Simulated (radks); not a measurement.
Valence configurations of Sn II (all share [Kr]). Calculated with a radial shooting solver on a logarithmic mesh with Libxc functionals: Dirac Kohn-Sham, PBE, spin-unpolarised, spherical densities, point nucleus; open shells fill j = l - 1/2 first. Energies are relative to 4d10 5s2 5p1; eigenvalues in eV.

| valence | E (eV) | e(4d3/2) | e(4d5/2) | e(5p1/2) | e(5p3/2) | e(5s1/2) |
|---|---|---|---|---|---|---|
| 4d10 5s2 5p1 | 0.000 | -34.250 | -33.207 | -10.559 | - | -17.697 |
| 4d10 5s1.5 5p1.5 | 3.588 | -34.918 | -33.872 | -10.886 | - | -18.099 |
| 4d10 5s1 5p2 | 7.212 | -35.569 | -34.521 | -11.203 | - | -18.487 |
| 4d9.5 5s2 5p1.5 | 11.864 | -37.247 | -36.176 | -11.365 | - | -18.837 |
| 4d10 5p3 | 15.187 | -37.058 | -36.005 | -11.927 | -11.303 | - |
| 4d9 5s2 5p2 | 24.814 | -40.228 | -39.129 | -12.139 | - | -19.935 |
| 4d9.5 5p3.5 | 28.096 | -40.055 | -38.974 | -12.720 | -12.039 | - |
| 4d9 5s1.5 5p2.5 | 29.075 | -40.955 | -39.854 | -12.493 | -11.797 | -20.366 |
| 4d8.5 5s2 5p2.5 | 39.225 | -43.316 | -42.188 | -12.952 | -12.212 | -21.072 |
| 4d8 5s2 5p3 | 54.792 | -46.392 | -45.236 | -13.742 | -12.942 | -22.176 |

NIST lists [Kr] 4d10 5s2 5p1 as the ground configuration; this level of theory agrees among the configurations tried. The energies are those of spherical spin-averaged densities, not of single terms.
